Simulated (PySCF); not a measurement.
BrH5N2Sn, SMILES [NH2][SnH]([NH2])[Br].

Geometry: B3LYP-D3(BJ)/def2-SVP. The def2 effective core potentials stand for the cores of Sn; spin–orbit coupling is left out. The values are those of a single conformer.

These are PBE/def2-TZVP run with PySCF values and carry that method's errors.

Isolated molecule, no solvent.

The total energy comes out as -2900.55201 hartree and the highest occupied level is -6.25 eV. The lowest empty level comes out as -2.07 eV and the orbital gap is 4.18 eV. The dipole moment is 0.272 e·Å and the quadrupole, principal values (traceless, Buckingham form, about the centre of nuclear charge) is -13.41, 4.58, 8.83 D·Å. The mean static polarisability comes out as 79.3 bohr³ (11.76 Å³) and the polarisability, principal values comes out as 67.4, 75.3, 95.4 bohr³.
